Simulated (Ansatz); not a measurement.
BH4NOTe, SMILES `NB(O)[TeH]`. Charge 0, multiplicity 1. Te: def2 effective core potential. The structure was optimised at the PBE0-D4/def2-TZVP level. It is one conformer, not always the lowest.

```xyz
8

N    -0.400   -0.555   -0.744
B    -0.073    0.374    0.253
O    -0.839    1.454    0.584
Te    1.759    0.202    1.438
H    -1.236   -0.499   -1.302
H     0.182   -1.341   -0.966
H    -1.647    1.544    0.072
H     2.253   -1.179    0.665
```

(1) What is the dipole moment at r2SCAN/def2-TZVPP? (An estimate is asked.)

(2) And with PBE, B3LYP, ωB97M-V? (Estimate.)

(3) Give the Mulliken charges with r2SCAN, PBE, ωB97M-V in def2-TZVPP. (Best estimate.)

## Answers

(1) Computed: 3.69 D, with components (-2.33, -1.15, -2.63) D in this frame, pointing from negative to positive charge.

(2) Computed: PBE 3.58 D, B3LYP 3.61 D, ωB97M-V 3.73 D.

(3) Computed: 
```
atom  r2SCAN    PBE  ωB97M-V
  N1   -0.34  -0.27    -0.23
  B2    0.18   0.08     0.14
  O3   -0.32  -0.25    -0.27
 Te4    0.01   0.00    -0.01
  H5    0.15   0.14     0.11
  H6    0.18   0.17     0.14
  H7    0.19   0.18     0.16
  H8   -0.05  -0.05    -0.04
```

B3LYP here is the variant with VWN-RPA as its local correlation; programs differ in this.
